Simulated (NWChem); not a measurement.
SiHI, singlet; SMILES [SiH]I

Program: NWChem. Low-valent species are run as closed-shell singlets; no triplet was tried in these runs. The geometry was optimised at PBE0-D3(BJ)/def2-TZVP. def2 effective core potentials on I; no spin-orbit coupling. Level MN15/def2-SVP: energy and gradient on several grids; changes count from the extra-fine grid, which is no exact limit either.

Task: Which is the coarsest grid (xfine; xcoarse; coarse; fine; medium) from which on the energy stays within 100 μHa and each gradient component within 200 μHa/bohr of xfine?

Result: coarse.
| grid | size of the energy change (μHa) | largest change of a gradient component (μHa/bohr) |
|---|---|---|
| xcoarse | 400 | 1000 |
| coarse | 20 | 100 |
| medium | < 10 | < 30 |
| fine | < 10 | < 30 |
| xfine | < 10 | < 30 |
